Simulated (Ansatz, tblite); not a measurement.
Cost and result up the ladder for GeF2H2 (GeH₂F₂) (5 atoms). The state is a singlet with charge 0. Geometry: r2SCAN-D4/def2-TZVP.

Cartesian coordinates in Å:
```
Ge 0.025 -0.048 0.101
F -1.277 1.024 -0.266
F 0.864 -0.242 -1.394
H -0.571 -1.398 0.484
H 0.959 0.663 1.075
```

Ansatz on 4 threads of Intel Xeon on a shared host; xTB runs through tblite on one thread. Times are rough, summed over both states, and most runs start from the orbitals of an earlier one. CCSD(T)/def2-TZVPP serves as the yardstick here, not as an exact answer. The other state is a doublet.

The xTB rows come from tblite. Correlated methods freeze 11 core orbitals; core or outer-core shells of Ge are correlated, in sets that lack core-valence functions.

Raw xTB energies of ions are shifted by several eV.

```tsv
level	functions	wall time	vertical IE (eV)	difference from CCSD(T)/def2-TZVPP (eV)
GFN2-xTB	19	0.011 s	16.43	3.38
GFN1-xTB	21	0.024 s	16.80	3.76
PBE-D4/def2-TZVP	122	7.4 s	12.04	-1.00
r2SCAN-D4/def2-TZVP (with forces)	122	12 s	12.32	-0.73
PBE0-D4/def2-TZVP	122	12 s	12.63	-0.42
CCSD(T)/def2-TZVPP	138	2.1 min	13.05	0.00
```
